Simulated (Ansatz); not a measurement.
`CCCCC#N` + `CCC#N` → `N#CCCCCC#N` + `CC`  (formal exchange of groups at a C–C bond)

Computed with Ansatz on PBE0-D4/def2-TZVP structures; ΔE is electronic, products minus reactants. CCSD(T)/CBS adds triple-zeta CCSD(T) − MP2 to the extrapolated MP2 energy (def2 sets, frozen cores). This one scheme is used for every species. Functionals use def2-TZVPP. B3LYP here is the variant with VWN-RPA as its local correlation; programs differ in this. HSE06 is defined as in plane-wave codes. One conformer a species, not always the lowest.

Task: Is it downhill or uphill in electronic energy at CCSD(T)/CBS, and by how much? (An estimate is asked.)

Result: Ansatz gave: Nearly level: ΔE = +0.7 kJ/mol.

Task: What do these levels give: r2SCANh-D4, ωB97X-V, B2PLYP, PBE, revPBE, PBE0, B3LYP, HSE06, RPA@PBE/def2-TZVPP, CCSD(T)/def2-SVP, SCS-MP2/def2-TZVPP, CCSD/def2-TZVPP? (Best estimate.)

Result: Ansatz gave: r2SCANh-D4 1.0, ωB97X-V 0.8, B2PLYP 1.9, PBE 2.4, revPBE 3.3, PBE0 2.3, B3LYP 3.1, HSE06 2.3, RPA@PBE/def2-TZVPP 0.3, CCSD(T)/def2-SVP 0.2, SCS-MP2/def2-TZVPP 0.6, CCSD/def2-TZVPP 1.2 kJ/mol.

Largest T1 diagnostic among the species: 0.012.

Leaving LDA and LC-ωPBE aside and taking each functional with its dispersion term where it has one, the values, not all of them listed here, spread over 1.4 kJ/mol, from revPBE-D4 to B2PLYP. In def2-TZVPP, CCSD(T) changes the Hartree–Fock value by −3.5 kJ/mol (the triples alone add −0.6 kJ/mol) and MP2 by −4.2 kJ/mol.
